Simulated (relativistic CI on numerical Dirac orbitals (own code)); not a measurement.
Radial parameters of Hf66+

Calculated at this level of theory: Dirac-Coulomb-Breit CI, separate exchange-only KLI orbitals for each configuration, model QED (radiative potential, 1s self-energy scaled to tabulated hydrogen-like ionisation energies), unscaled Slater integrals (own radial code, finite nucleus).

Slater integrals F^k, G^k are unscaled and averaged over j, outside the closed core 1s2; ζ comes from projecting the Hamiltonian with its Breit term on Σ l·s of the shell.

- 2s²2p²: F^2(2p,2p) = 1.3801e+06, ζ(2p) = 6.8693e+06 cm⁻¹; <r>(2p) = 0.06808, <r^2>(2p) = 0.00565 (bohr units).
- 2s2p³: F^2(2p,2p) = 1.3791e+06, G^1(2s,2p) = 1.482e+06, ζ(2p) = 6.8527e+06 cm⁻¹; <r>(2s) = 0.07699, <r^2>(2s) = 0.007039, <r>(2p) = 0.06814, <r^2>(2p) = 0.005658 (bohr units).
- 2p⁴: F^2(2p,2p) = 1.3773e+06, ζ(2p) = 6.8364e+06 cm⁻¹; <r>(2p) = 0.06822, <r^2>(2p) = 0.005673 (bohr units).

Averages of the first 10 configurations, taken without configuration mixing, which lowers the lowest level and can move excited configurations by several eV; other configurations of the list can lie among them:

```json
{"Configuration": "2s²2p²", "Parity": "even", "States": "15", "Average energy above the lowest level (eV)": "1688.8"}
{"Configuration": "2s2p³", "Parity": "odd", "States": "40", "Average energy above the lowest level (eV)": "2835.3"}
{"Configuration": "2p⁴", "Parity": "even", "States": "15", "Average energy above the lowest level (eV)": "4042.7"}
{"Configuration": "2p³3s", "Parity": "odd", "States": "40", "Average energy above the lowest level (eV)": "12906.7"}
{"Configuration": "2p³3p", "Parity": "even", "States": "120", "Average energy above the lowest level (eV)": "13240.8"}
{"Configuration": "2p³3d", "Parity": "odd", "States": "200", "Average energy above the lowest level (eV)": "13502.1"}
{"Configuration": "2s²2p3s", "Parity": "odd", "States": "12", "Average energy above the lowest level (eV)": "10625.4"}
{"Configuration": "2s²2p3p", "Parity": "even", "States": "36", "Average energy above the lowest level (eV)": "10970.9"}
{"Configuration": "2s²2p3d", "Parity": "odd", "States": "60", "Average energy above the lowest level (eV)": "11232.2"}
{"Configuration": "2s2p²3s", "Parity": "even", "States": "60", "Average energy above the lowest level (eV)": "11735.4"}
```
